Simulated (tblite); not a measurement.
C₆H₆NS₂ (doublet state).
SMILES with atom numbers: `[CH3:1]/[N:2]=[CH:3]/[c:4]1[cH:5][c:6][c:7]([SH:8])[s:9]1` (hydrogens: H10, H11, H12 on C1; H13 on C3; H14 on C5; H15 on S8)
Bond orders are those of one Lewis drawing.

Computed with GFN2-xTB (tblite), gas phase: L-BFGS steps from a force-field or distance-geometry start until the largest atomic force falls under 0.01 eV/Å.

Step 0: E = -683.6112 eV
```
atom  x, y, z in Å  |  force x, y, z in eV/Å
C1     -3.2752   -0.0095   -0.0205   -1.257   0.222  -1.214
N2     -1.8691    0.1448   -0.0893    1.450  -0.890   0.355
C3     -1.0109   -0.8226   -0.1570   -1.381   1.964   0.461
C4      0.3971   -0.4374   -0.2190    0.397  -0.442   0.256
C5      0.9597    0.4438   -1.0730   -3.449   1.999  -3.031
C6      2.2723    0.6576   -0.9753    2.123   1.335  -0.944
C7      3.0097    0.0338   -0.0618    0.598   1.188  -0.382
S8      4.7906    0.2541    0.1697   -0.164  -0.405   0.384
S9      1.7812   -0.9225    0.7025    0.074  -2.644   2.928
H10    -3.7399    0.0504    0.9843    0.795   0.089  -0.343
H11    -3.7353    0.8290   -0.6327    0.570  -0.590   0.737
H12    -3.6779   -0.9298   -0.4938    0.346  -0.060   0.278
H13    -1.3619   -1.8454   -0.1791    0.387  -0.550   0.068
H14     0.3353    0.9604   -1.8423    0.574  -0.423   0.653
H15     5.1199    1.6011    0.3596   -1.063  -0.794  -0.205
```

Step 1: E = -684.0596 eV
```
atom  x, y, z in Å  |  force x, y, z in eV/Å
C1     -3.2931   -0.0064   -0.0379    0.070  -0.010  -0.373
N2     -1.8484    0.1321   -0.0842   -1.635   1.537   0.414
C3     -1.0306   -0.7945   -0.1505    0.931  -1.205   0.282
C4      0.4028   -0.4437   -0.2153    0.895   0.710  -0.703
C5      0.9104    0.4724   -1.1163    1.156  -0.503   0.994
C6      2.3026    0.6766   -0.9888   -0.976   0.445  -0.736
C7      3.0183    0.0508   -0.0673   -0.078   0.850  -0.292
S8      4.7882    0.2484    0.1752   -0.081  -0.430   0.385
S9      1.7822   -0.9603    0.7444   -0.056  -1.189   1.286
H10    -3.7286    0.0516    0.9794    0.704   0.079  -0.373
H11    -3.7271    0.8206   -0.6221    0.289  -0.094   0.259
H12    -3.6730   -0.9306   -0.4898    0.218  -0.220   0.076
H13    -1.3563   -1.8532   -0.1781    0.482  -0.021   0.058
H14     0.3435    0.9544   -1.8330   -0.931   0.743  -1.090
H15     5.1048    1.5898    0.3567   -0.988  -0.694  -0.186
```

Step 2: E = -684.2421 eV
```
atom  x, y, z in Å  |  force x, y, z in eV/Å
C1     -3.2973   -0.0056   -0.0477    0.230  -0.221   0.031
N2     -1.8640    0.1487   -0.0773    0.208  -0.265   0.168
C3     -1.0240   -0.8024   -0.1449   -0.128   0.663   0.268
C4      0.4161   -0.4361   -0.2235    0.276   0.042  -0.013
C5      0.9116    0.4738   -1.1156    0.787   0.055   0.243
C6      2.2984    0.6879   -1.0023   -0.443  -0.001  -0.050
C7      3.0196    0.0668   -0.0727   -0.405   0.731  -0.376
S8      4.7865    0.2411    0.1819   -0.207  -0.444   0.338
S9      1.7818   -0.9866    0.7732    0.001  -0.373   0.377
H10    -3.7161    0.0530    0.9731    0.537   0.074  -0.274
H11    -3.7210    0.8169   -0.6157    0.037   0.213  -0.027
H12    -3.6687   -0.9338   -0.4877    0.146  -0.296  -0.014
H13    -1.3484   -1.8557   -0.1770    0.427   0.022   0.071
H14     0.3336    0.9624   -1.8446   -0.570   0.386  -0.571
H15     5.0875    1.5775    0.3534   -0.897  -0.585  -0.171
```

Step 3: E = -684.3444 eV
```
atom  x, y, z in Å  |  force x, y, z in eV/Å
C1     -3.2968   -0.0094   -0.0541    0.387  -0.188   0.067
N2     -1.8652    0.1502   -0.0698    0.023   0.018   0.079
C3     -1.0256   -0.7894   -0.1357    0.454   0.105   0.101
C4      0.4293   -0.4322   -0.2275   -0.083  -0.200   0.359
C5      0.9226    0.4792   -1.1153   -0.447   0.366  -0.483
C6      2.2907    0.6959   -1.0118    0.146   0.032   0.096
C7      3.0130    0.0920   -0.0838   -0.096   0.257   0.038
S8      4.7811    0.2275    0.1928   -0.435  -0.440   0.252
S9      1.7817   -1.0122    0.8005   -0.064   0.304  -0.371
H10    -3.6973    0.0554    0.9637    0.340   0.052  -0.031
H11    -3.7162    0.8185   -0.6118   -0.020   0.225  -0.135
H12    -3.6629   -0.9416   -0.4865    0.124  -0.278  -0.056
H13    -1.3350   -1.8575   -0.1749    0.433   0.266   0.085
H14     0.3178    0.9737   -1.8612   -0.010  -0.085   0.147
H15     5.0584    1.5578    0.3478   -0.754  -0.435  -0.149
```

Question: Estimate the geometry and energy of step 4. (The exact step hangs on the optimiser's Hessian estimate; all steps are aligned on step 3, rigid shifts and turns removed.)

Answer: E = -684.4030 eV, largest force 0.886 eV/Å
```
atom  x, y, z in Å  |  force x, y, z in eV/Å
C1     -3.2903   -0.0143   -0.0576    0.203  -0.064  -0.074
N2     -1.8685    0.1545   -0.0637    0.587  -0.300  -0.024
C3     -1.0166   -0.7834   -0.1288    0.160   0.309   0.074
C4      0.4362   -0.4326   -0.2243   -0.059   0.120   0.114
C5      0.9195    0.4884   -1.1238   -0.462   0.007  -0.076
C6      2.2891    0.7021   -1.0168   -0.055   0.084  -0.004
C7      3.0087    0.1109   -0.0890    0.064  -0.068   0.275
S8      4.7704    0.2121    0.2035   -0.488  -0.417   0.215
S9      1.7804   -1.0229    0.8113   -0.095   0.580  -0.663
H10    -3.6804    0.0577    0.9577    0.200   0.027   0.131
H11    -3.7132    0.8226   -0.6113    0.030   0.042  -0.086
H12    -3.6573   -0.9507   -0.4865    0.143  -0.190  -0.040
H13    -1.3196   -1.8539   -0.1723    0.390   0.300   0.096
H14     0.3087    0.9787   -1.8681    0.014  -0.111   0.190
H15     5.0285    1.5388    0.3420   -0.632  -0.321  -0.128
```

The energy changes by -0.0587 eV. The first-order estimate −F·Δx gives -0.0784 eV and the mean of the old and new forces, exact on a quadratic surface, -0.0588 eV. The step makes an angle of 46° with the force vector and moves no atom by more than 0.036 Å.

The cost below is that of the whole relaxation. On Arm Neoverse N1, one thread, shared host with 64 logical CPUs at a one-minute load of 30, this took 1.4 s.
